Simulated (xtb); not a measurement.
S8, SMILES S1SSSSSSS1. All values are semi-empirical tight-binding results from xtb (GFN2-xTB unless named), good for trends rather than for accurate numbers. The structure is a stationary point at GFN2-xTB.

| Property | Value |
|---|---|
| point group as xtb finds it | Cs |
| orbital gap | 2.37 eV |
| zero-point energy | 7.1 kcal/mol |
| G − E(el) at 298.15 K (modified RRHO) | -17.7 kcal/mol |
| static polarisability (D4 model) | 159.9 bohr³ |
| solvation energy, GFN2-xTB/ALPB(water) | 8.0 kcal/mol |
| solvation energy, GFN2-xTB/ALPB(ether) | -9.6 kcal/mol |
